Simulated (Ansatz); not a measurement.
Ga₇P₇H₂₀, a nanocrystal cut from zinc blende GaP (hydrogen-capped). Total charge 0; triplet. Geometry PBE-D4/def2-SVP, that of the neutral singlet; atoms count from 1.

Cartesian coordinates in Å:
```
Ga 1.1083 -0.7898 3.5020
Ga -2.9907 -0.4270 -2.3496
Ga -0.0425 -2.3332 0.0477
Ga -1.5363 1.1755 1.3103
Ga 2.1188 2.6641 1.5879
Ga 0.9545 1.0711 -1.8400
Ga 3.6348 -0.8951 0.3015
P -3.3303 0.7951 -0.3272
P -0.7155 -0.9695 1.8519
P 2.6630 0.3789 2.0916
P -1.9692 -2.4008 -1.4779
P -1.0618 0.6969 -3.1959
P 1.5995 -1.0677 -1.0797
P 0.2114 2.1956 0.0967
H 1.5743 -2.2804 3.7523
H 0.5394 0.1599 4.6316
H -4.2189 -0.6027 -3.3146
H 0.2889 -3.8398 0.3598
H -2.2036 2.0113 2.4649
H 1.4827 3.3881 2.8420
H 3.2129 3.3175 0.6509
H 1.9515 1.8365 -2.7872
H 3.9414 -2.3782 0.7575
H 4.6284 -0.0098 -0.5533
H -4.4763 0.2094 0.3001
H -3.9365 2.0337 -0.7125
H -1.8151 -1.6572 2.4613
H 3.7846 0.5388 2.9717
H -3.0318 -3.1842 -0.9237
H -1.6902 -3.2322 -2.6097
H -0.7316 0.0410 -4.4250
H -1.5350 1.9261 -3.7572
H 1.9126 -1.8149 -2.2618
H -0.3217 3.4426 -0.3662
```

Single mean-field runs in def2-TZVP are fitted with def2-universal-jkfit. At PBE0-D4/def2-TZVP a singlet of charge 0 lies 4.83 eV below the triplet at the same geometry.

**Question.** Estimate the Mulliken populations of the heavy atoms from the PBE0/def2-TZVP orbitals of Ansatz.

**Answer.** 
| atom | charge (e) | spin (α − β) |
| --- | --- | --- |
| Ga1 | 0.25 | 0.03 |
| Ga2 | 0.27 | 0.00 |
| Ga3 | 0.28 | -0.02 |
| Ga4 | 0.29 | -0.01 |
| Ga5 | 0.26 | 0.08 |
| Ga6 | 0.29 | -0.01 |
| Ga7 | 0.22 | -0.04 |
| P8 | -0.27 | 0.01 |
| P9 | -0.38 | 0.12 |
| P10 | -0.28 | 0.76 |
| P11 | -0.27 | 0.01 |
| P12 | -0.27 | 0.01 |
| P13 | -0.37 | 0.11 |
| P14 | -0.38 | 0.12 |
Mulliken values depend strongly on the basis.

**Question.** Where does the spin sit?

**Answer.** Summed by element: Ga 0.03, P 1.13, H 0.84, of 2 unpaired in all. Largest on single atoms: P10 0.76, H28 0.15, P14 0.12.

**Question.** And the Mayer bond orders between heavy atoms (over 0.3)?

**Answer.** Ga1–P9 0.67 (2.47 Å); Ga1–P10 0.62 (2.40 Å); Ga2–P8 0.78 (2.39 Å); Ga2–P11 0.78 (2.39 Å); Ga2–P12 0.78 (2.39 Å); Ga3–P9 0.83 (2.36 Å); Ga3–P11 0.59 (2.46 Å); Ga3–P13 0.83 (2.36 Å); Ga4–P8 0.59 (2.46 Å); Ga4–P9 0.83 (2.36 Å); Ga4–P14 0.83 (2.36 Å); Ga5–P10 0.55 (2.40 Å); Ga5–P14 0.68 (2.47 Å); Ga6–P12 0.59 (2.46 Å); Ga6–P13 0.84 (2.36 Å); Ga6–P14 0.83 (2.36 Å); Ga7–P10 0.74 (2.40 Å); Ga7–P13 0.66 (2.47 Å).
